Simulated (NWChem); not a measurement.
MgH$_{2}$SeO; SMILES [OH][Mg][SeH]

```xyz
5

Mg     0.0156    -1.2169     0.0000
O      0.0131    -2.9751     0.0000
H      0.0200    -3.9258     0.0000
Se     0.0332     1.2091     0.0000
H     -1.4401     1.2201     0.0000
```
Atoms are numbered in this order, from 1.

Structure relaxed at the PBE0/def2-SVP level.

Symmetry labels are those of Cs in the frame above (b1 and b2, or b-type labels, depend on it).

List the 4 lowest vertical singlet excitations from PBE/def2-SVPD, TDA (NWChem).


```tsv
state	energy (eV)	oscillator strength	symmetry	leading excitation (squared amplitude)
S1	3.80	0.035	a"	HOMO → LUMO (1.00)
S2	4.64	0.028	a'	HOMO−2 → LUMO (1.00)
S3	4.64	0.038	a"	HOMO−1 → LUMO (0.99)
S4	4.91	0.000	a"	HOMO → LUMO+1 (0.96)
```
